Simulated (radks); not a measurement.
Spherical quantum dot in the effective-mass picture: electrons in a hard-walled sphere of radius 3.22, with a point charge +1 (a donor) at the centre, all in effective atomic units (hartree* = m*/eps^2 hartree, bohr* = eps/m* bohr), one dielectric constant everywhere. Method: non-relativistic Kohn-Sham, exchange-only LDA, spin-polarised, spherical densities; computed with a radial shooting solver with Libxc functionals. Levels are named by radial order and angular momentum (1s, 1p, 1d, 2s, ...), and open shells are averaged over m.

N = 32, configuration 1s2 1p6 1d10 2s(up 1, down 0) 1f(up 7, down 6). This is the lowest configuration that the search found. Occupied and some empty levels:

| level | occupation | eigenvalue (hartree*) | <r> (bohr*) |
|---|---|---|---|
| 1s up | 1 | 12.696 | 2.117 |
| 1s down | 1 | 12.732 | 2.157 |
| 1p up | 3 | 12.968 | 2.266 |
| 1p down | 3 | 12.990 | 2.271 |
| 1d up | 5 | 13.399 | 2.343 |
| 1d down | 5 | 13.418 | 2.345 |
| 2s up | 1 | 13.944 | 1.245 |
| 1f up | 7 | 13.985 | 2.404 |
| 1f down | 6 | 14.003 | 2.404 |
| 2s down | 0 | 14.158 | 1.287 |
| 1g up | 0 | 14.716 | 2.453 |
| 1g down | 0 | 14.734 | 2.453 |
| 2p up | 0 | 15.125 | 1.618 |
| 2p down | 0 | 15.216 | 1.646 |
| 2d up | 0 | 16.200 | 1.810 |
| 2d down | 0 | 16.250 | 1.823 |

Energy (hartree*): total 235.195, kinetic 62.863, external -15.079, Hartree 203.38, exchange-correlation -15.965.

Electron density:

| r (bohr*) | n(r) (e/bohr*^3) |
|---|---|
| 0.174 | 0.4376 |
| 0.414 | 0.2683 |
| 0.655 | 0.1678 |
| 0.895 | 0.1155 |
| 1.14 | 0.1019 |
| 1.38 | 0.1250 |
| 1.61 | 0.1857 |
| 1.86 | 0.2790 |
| 2.10 | 0.3793 |
| 2.34 | 0.4337 |
| 2.58 | 0.3788 |
| 2.82 | 0.2098 |
| 3.06 | 0.03944 |
